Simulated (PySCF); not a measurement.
## Electron correlation in Ge(2+) (germanium, charge +2)

[Ar] 3d10 4s2, closed-shell 1S. Calculation: PySCF 2.14, in cc-pVTZ-PP with ECP10MDF (5s4p3d1f, 39 functions); scalar relativity through the core potential. Frozen: 3s2 3p6 3d10; 2 electrons correlated.

Total MP2 correlation energy: -28.86 mhartree.

Same-spin part 0.00 and opposite-spin part -28.86 mhartree; SCS-MP2 scales them by 1/3 and 6/5 to -34.63 mhartree.

With two correlated electrons CCSD is exact within the correlated space (frozen core and kept virtual orbitals).

| level | correlation energy (mhartree) |
| --- | --- |
| CCSD | -39.91 |

Diagnostics: T1 = 0.0047, D1 = 0.0066, largest double amplitude 0.101.

Cost of the coupled-cluster step: 0.15 s of wall time on 1 thread of Neoverse-N1 (shared host), for 2 correlated electrons.
